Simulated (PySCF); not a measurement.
Species: fac-MoCl3(PH3)3 (quartet state).
Bonds: Mo1–Cl2, Mo1–P3, Mo1–Cl7, Mo1–P8, Mo1–Cl12, Mo1–P13. Hydrogens: H4, H5, H6 on P3; H9, H10, H11 on P8; H14, H15, H16 on P13.

Computed by this run: PBE0-D3(BJ)/def2-SVP geometry optimisation, gas phase, def2 core potentials past Kr (PySCF); unrestricted, density fitting, grid level 1; the optimiser is geomeTRIC in internal coordinates, started from a GFN2-xTB structure with every atom displaced at random (about 0.03 Å).

Step 13: E = -67398.1158 eV
```
atom  x, y, z in Å  |  force x, y, z in eV/Å
Mo1     0.6002    0.5519    0.5663   -0.497   0.562  -0.114
Cl2     0.3638    0.3984    2.9305   -0.031  -0.033  -0.008
P3      0.7964    0.4667   -1.9676   -0.049  -0.227   0.175
H4     -0.1828   -0.2186   -2.7344   -0.073   0.031  -0.092
H5      1.9391   -0.2236   -2.4440    0.000   0.075  -0.040
H6      0.8681    1.6579   -2.7272    0.045   0.062   0.027
Cl7     2.9503    0.3406    0.4112    0.104  -0.096   0.079
P8     -1.9458    0.8810    0.5630    0.308  -0.263   0.237
H9     -2.5839    1.7405   -0.3598   -0.012   0.026  -0.051
H10    -2.3781    1.4273    1.7951   -0.027   0.080  -0.072
H11    -2.8364   -0.2286    0.5017   -0.067   0.045  -0.031
Cl12    0.3852    2.9401    0.3610    0.091  -0.157  -0.012
P13     0.4812   -1.9391    0.7633    0.373   0.007  -0.230
H14     1.3067   -2.5117    1.7591   -0.045   0.006   0.039
H15     0.9343   -2.6888   -0.3572   -0.072  -0.119   0.042
H16    -0.7326   -2.6280    1.0054   -0.049  -0.001   0.051
```

Step 14: E = -67398.1526 eV
```
atom  x, y, z in Å  |  force x, y, z in eV/Å
Mo1     0.5740    0.5318    0.5442   -0.200   0.382  -0.012
Cl2     0.3342    0.4110    2.9108   -0.013  -0.075  -0.003
P3      0.7820    0.4844   -1.9856    0.016  -0.107   0.129
H4     -0.1785   -0.1634   -2.8024   -0.102  -0.015  -0.099
H5      1.9434   -0.1554   -2.4849   -0.006   0.035  -0.023
H6      0.8512    1.7181   -2.6766    0.031   0.035   0.031
Cl7     2.9322    0.2963    0.4033    0.025  -0.071   0.058
P8     -1.9557    0.8640    0.5489    0.209  -0.113   0.123
H9     -2.5427    1.7736   -0.3619   -0.028  -0.001  -0.042
H10    -2.3963    1.4029    1.7808   -0.029   0.047  -0.042
H11    -2.8840   -0.2090    0.4313   -0.028   0.024  -0.004
Cl12    0.4204    2.9189    0.3535    0.024  -0.154  -0.026
P13     0.5099   -1.9736    0.7974    0.180   0.061  -0.212
H14     1.4021   -2.5099    1.7540   -0.017   0.026   0.038
H15     0.8601   -2.7876   -0.3154   -0.035  -0.061   0.041
H16    -0.6867   -2.6361    1.1689   -0.027  -0.014   0.045
```

Step 15: E = -67398.1763 eV
```
atom  x, y, z in Å  |  force x, y, z in eV/Å
Mo1     0.5484    0.5128    0.5237    0.040  -0.002   0.130
Cl2     0.3180    0.3537    2.8933   -0.041  -0.012  -0.011
P3      0.7432    0.4986   -1.9973    0.067   0.000   0.031
H4     -0.2424   -0.0601   -2.8495   -0.099  -0.020  -0.071
H5      1.8823   -0.1457   -2.5395   -0.009  -0.012   0.001
H6      0.8644    1.7678   -2.6154    0.012   0.007   0.020
Cl7     2.9087    0.2111    0.3935    0.016   0.011   0.014
P8     -1.9528    0.8671    0.5537    0.018   0.044   0.042
H9     -2.5232    1.7089   -0.4336   -0.026  -0.033  -0.019
H10    -2.3615    1.5476    1.7239   -0.028   0.010  -0.016
H11    -2.9233   -0.1733    0.5408    0.005  -0.015   0.010
Cl12    0.4102    2.8878    0.3585    0.023   0.008  -0.033
P13     0.5561   -1.9981    0.7992    0.043  -0.034  -0.152
H14     1.3342   -2.4679    1.8812    0.010   0.048   0.016
H15     1.0568   -2.8490   -0.2245   -0.026   0.006   0.002
H16    -0.6537   -2.6952    1.0586   -0.005  -0.006   0.034
```

Step 16: E = -67398.1842 eV
```
atom  x, y, z in Å  |  force x, y, z in eV/Å
Mo1     0.5550    0.5286    0.5358    0.087  -0.118   0.072
Cl2     0.2958    0.3586    2.9011   -0.020  -0.012  -0.003
P3      0.7410    0.4938   -1.9828    0.019   0.033  -0.043
H4     -0.2558   -0.0590   -2.8338   -0.018   0.005  -0.002
H5      1.8773   -0.1441   -2.5383   -0.011  -0.030   0.005
H6      0.8585    1.7682   -2.5917    0.007  -0.009   0.007
Cl7     2.9153    0.1998    0.4303   -0.010   0.025  -0.015
P8     -1.9437    0.8576    0.5485   -0.055   0.086  -0.029
H9     -2.5081    1.7090   -0.4358   -0.014  -0.033  -0.005
H10    -2.4020    1.5060    1.7189   -0.008   0.008  -0.004
H11    -2.8979   -0.1960    0.4826    0.023  -0.021   0.030
Cl12    0.4566    2.8959    0.3323   -0.010   0.057   0.014
P13     0.5520   -1.9843    0.7895   -0.021  -0.043  -0.008
H14     1.4051   -2.4514    1.8153    0.014   0.030  -0.007
H15     0.9577   -2.8516   -0.2612    0.000   0.007  -0.008
H16    -0.6414   -2.6649    1.1557    0.017   0.016  -0.003
```

Problem. Estimate the geometry and energy of step 17. (The exact step hangs on the optimiser's Hessian estimate; all steps are aligned on step 16, rigid shifts and turns removed.)

Solution. E = -67398.1903 eV, largest force 0.092 eV/Å
```
atom  x, y, z in Å  |  force x, y, z in eV/Å
Mo1     0.5581    0.5295    0.5395    0.053  -0.072   0.020
Cl2     0.2819    0.3374    2.9015   -0.013   0.014   0.010
P3      0.7359    0.4920   -1.9813   -0.025   0.031  -0.045
H4     -0.2886   -0.0203   -2.8293    0.030   0.024   0.034
H5      1.8451   -0.1850   -2.5452   -0.014  -0.029  -0.002
H6      0.8945    1.7647   -2.5841    0.015  -0.011   0.001
Cl7     2.9198    0.1987    0.4250   -0.033   0.017  -0.006
P8     -1.9432    0.8639    0.5647   -0.036   0.052  -0.038
H9     -2.5337    1.6388   -0.4668   -0.010  -0.018  -0.002
H10    -2.3930    1.5853    1.6945    0.001   0.009  -0.003
H11    -2.8875   -0.2007    0.5822    0.029  -0.012   0.031
Cl12    0.4681    2.9012    0.3382   -0.020   0.010   0.018
P13     0.5588   -1.9831    0.7709   -0.014  -0.044  -0.003
H14     1.3373   -2.4315    1.8617    0.020   0.000  -0.012
H15     1.0592   -2.8381   -0.2477    0.000   0.013  -0.013
H16    -0.6470   -2.6865    1.0426    0.017   0.017   0.009
```

The energy changes by -0.0061 eV. The first-order estimate −F·Δx gives -0.0098 eV and the mean of the old and new forces, exact on a quadratic surface, -0.0070 eV. The step makes an angle of 80° with the force vector and moves no atom by more than 0.115 Å.

The cost below is that of the whole optimisation. The run took 50 min of wall time on AMD EPYC, one thread, shared host, and the process peaked at 1.1 GiB of memory.
